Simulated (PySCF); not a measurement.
# Electron correlation in Ar³⁺ (argon, charge +3)

[Ne] 3s2 3p3, high-spin 4S determinant. Calculation: PySCF 2.14, in Sapporo-DZP-2012 (5s4p2d, 27 functions); scalar relativity by spin-free X2C-1e. Frozen: [Ne]; 5 electrons correlated.

MP2 pair energies summed by pair of shells (mhartree):

| pair | energy | share (%) |
| --- | --- | --- |
| 3s-3p | -50.75 | 66.3 |
| 3p-3p | -19.12 | 25.0 |
| 3s-3s | -6.64 | 8.7 |

Total MP2 correlation energy: -76.51 mhartree.

Same-spin part -20.36 and opposite-spin part -56.15 mhartree; SCS-MP2 scales them by 1/3 and 6/5 to -74.16 mhartree.

```csv
level,correlation energy (mhartree)
CCSD,-98.13
(T),-0.88
CCSD(T),-99.01
```

Diagnostics: T1 = 0.0011, D1 = 0.0032, largest double amplitude 0.065.

Cost of the coupled-cluster step: 0.13 s of wall time on 1 thread of Neoverse-V2 (shared host), for 5 correlated electrons.
